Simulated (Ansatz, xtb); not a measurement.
Ligand exchange: C2H6 + CH8OSi2 → C2H8Si + CH6OSi

Gas-phase species: C2H6 `CC`, singlet; CH8OSi2 `CO[SiH2][SiH3]`, singlet; C2H8Si `CC[SiH3]`, singlet; CH6OSi `CO[SiH3]`, singlet. The partners trade H for SiH3: C–H and Si–SiH3 bonds give way to C–SiH3 and Si–H.

Shapes, held fixed at every level: PBE0-D4/def2-TZVP. Flexible molecules stand in one conformer, not always the lowest. Programs: Ansatz 0.2.0, xtb 6.7.1. The zero-point and thermal change to 298 K, harmonic and unscaled (PBE0-D4/def2-TZVP), is -6.1 kJ/mol.

(1) Estimate ΔH(298 K) of this reaction.

Answers

(1) The highest level, CCSD(T)/CBS estimate, gives ΔH(298 K) = +0.4 kJ/mol; the levels span -30.5 to +9.9. That is about zero within the method's error. They disagree on the sign: 5 of 9 are positive. The column of differences is taken from that level and isn't an error. No measured value is set beside it here. The CBS estimate extrapolates MP2 from def2-TZVPP and def2-QZVPP and adds CCSD(T) − MP2 in the triple-zeta set, cores frozen.

```json
{"level": "GFN1-xTB", "kind": "semi-empirical", "ΔH(298 K) (kJ/mol)": "-30.5", "less CCSD(T)/CBS estimate": "-30.9"}
{"level": "B3LYP-D4/def2-TZVPP", "kind": "global hybrid", "ΔH(298 K) (kJ/mol)": "+4.2", "less CCSD(T)/CBS estimate": "+3.8"}
{"level": "PBE0-D4/def2-TZVPP", "kind": "global hybrid", "ΔH(298 K) (kJ/mol)": "+9.9", "less CCSD(T)/CBS estimate": "+9.5"}
{"level": "wB97M-V/def2-TZVPP", "kind": "range-separated hybrid", "ΔH(298 K) (kJ/mol)": "-3.6", "less CCSD(T)/CBS estimate": "-4.0"}
{"level": "MP2/def2-TZVPP", "kind": "perturbation theory", "ΔH(298 K) (kJ/mol)": "-6.3", "less CCSD(T)/CBS estimate": "-6.7"}
{"level": "CCSD/def2-SVP", "kind": "coupled cluster or CI", "ΔH(298 K) (kJ/mol)": "+0.4", "less CCSD(T)/CBS estimate": "0.0"}
{"level": "CCSD(T)/def2-TZVPP", "kind": "coupled cluster or CI", "ΔH(298 K) (kJ/mol)": "+0.2", "less CCSD(T)/CBS estimate": "-0.2"}
{"level": "CCSD/def2-TZVPP", "kind": "coupled cluster or CI", "ΔH(298 K) (kJ/mol)": "-0.3", "less CCSD(T)/CBS estimate": "-0.7"}
{"level": "CCSD(T)/CBS estimate", "kind": "coupled cluster or CI", "ΔH(298 K) (kJ/mol)": "+0.4", "less CCSD(T)/CBS estimate": "0.0"}
```
